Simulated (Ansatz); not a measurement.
Ansatz (a program for electronic structure) input (PBE/3-21G): The .json file is the Basis Set Exchange's 3-21G.

Ansatz 0.2 input:
```yaml
crystal:
  periodic: [false, false, false]
  atoms:
    - {symbol: Si, position_ang: [-0.00897005, -0.01185831, 1.03191828]}
    - {symbol: Cl, position_ang: [1.13086683, 1.29297351, -0.40030734]}
    - {symbol: Cl, position_ang: [-1.12347973, -1.28320784, -0.44950771]}
basis:
  gaussian:
    orbitals: 3-21G.json
hamiltonian:
  xc: {name: PBE}
total_charge: -1
magnetization: {spin_polarized: true, initial_magnetization: 1}
output: {forces: true}
```

From the last part of the output:

```
WARN ansatz: RAYON_NUM_THREADS=1 ignored (pool sized by the plan → 1); use --threads N
Functional definition: PBE
integrals: 0.01 GiB planned
424 factors; integrals over basis functions are off by at most 1.1e-4 eV
mean field: 0.09 GiB planned
mean field evaluation 1: about -32748.4169 eV, gradient 8.4e0 eV
mean field evaluation 2: about -32748.1183 eV, gradient 1.1e1 eV
mean field evaluation 4: about -32748.9692 eV, gradient 2.2e-1 eV
mean field evaluation 8: about -32748.9781 eV, gradient 8.2e-3 eV
mean field evaluation 16: about -32748.9781 eV, gradient 2.2e-6 eV
mean field -32748.97809960 eV, -1203.5027471058 hartree, gradient 2.2e-6 eV, S^2 0.751378; 0 other end points of the search recorded, 0 dependent functions left out
the calculation of the forces begins
reference -32748.97812522 eV, -1203.5027480473 hartree; 25, 24 occupied and 14, 15 virtual orbitals, 424 factors
Total energy: -32748.97812522 eV, -1203.5027480473 hartree
Atom 0 at    -0.008970    -0.011858     1.031918 Å, force    -0.014187    -0.018755     1.632088 eV/Å
Atom 1 at     1.130867     1.292974    -0.400307 Å, force     0.708672     0.811114    -0.800732 eV/Å
Atom 2 at    -1.123480    -1.283208    -0.449508 Å, force    -0.694484    -0.792359    -0.831356 eV/Å
Dipole moment:     0.000249     0.000329    -0.028627 e Å
```

The dipole moment of an ion depends on the origin.
